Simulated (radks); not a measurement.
Coulomb parameter of the 3d shell of the iron ion Fe3+ in the model configuration [Ar] 3d4 4s1, as a second difference U = [E(n + 0.5) + E(n - 0.5) - 2 E(n)] / (0.5)^2 with all orbitals relaxed. "Bare": the charge of the atom changes with n. "Screened": the 4s shell takes up the change at fixed total charge, which measures U(3d,3d) + U(4s,4s) - 2 U(3d,4s). Method: scalar-relativistic Kohn-Sham, PBEsol, spin-unpolarised, spherical densities, finite nucleus; Fermi nuclear charge, rms radius 3.7377 fm; computed with a radial shooting solver on a logarithmic mesh with Libxc functionals. Estimate both.

Answer. U(bare) = 20.067 eV, U(screened by 4s) = 4.963 eV, against the Slater integral F0(3d,3d) = 26.692 eV with frozen orbitals.
